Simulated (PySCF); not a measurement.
A species of formula C6H5N3 has this rotational fingerprint, computed with PBE0/pcSseg-1 in PySCF (dipole) on a GFN2-xTB geometry, gas phase:

| Property | Result |
| --- | --- |
| Rotational constants | A = 4055, B = 1703, C = 1199 MHz |
| Dipole components | \|μa\| = 2.38 D, \|μb\| = 3.28 D, \|μc\| = 0.00 D |
| Inertial defect | 0.00 u·Å² |
| κ | -0.65 |

Question: Which structure is it? (One computed conformer of each.)
A. `c1ccc2[nH]nnc2c1`
B. `[CH2:1]=[CH:2][c:3]1[cH:4][c:5]([C:6]#[N:7])[nH:8][n:9]1` with C1–C2–C3–C4 180°

Answer: A. It is c1ccc2[nH]nnc2c1, an asymmetric top, point group Cs. The candidates at the same level (rigid rotor, commonest isotopes):

```
            SMILES  A (MHz)  B (MHz)  C (MHz)  μa (D)  μb (D)  μc (D)  Δ (u·Å²)  point group                        rotor
C=Cc1cc(C#N)[nH]n1     7219    896.3    797.3    2.35    0.38    0.00      0.00           Cs  near-prolate asymmetric top
  c1ccc2[nH]nnc2c1     4055     1703     1199    2.38    3.28    0.00      0.00           Cs               asymmetric top
```

`C=Cc1cc(C#N)[nH]n1` has A 78 % too high. In the right answer the mirror of this Cs structure is the ab plane, so μc vanishes by symmetry (the 0.01 D computed is a residue). No structure here is proved a minimum.
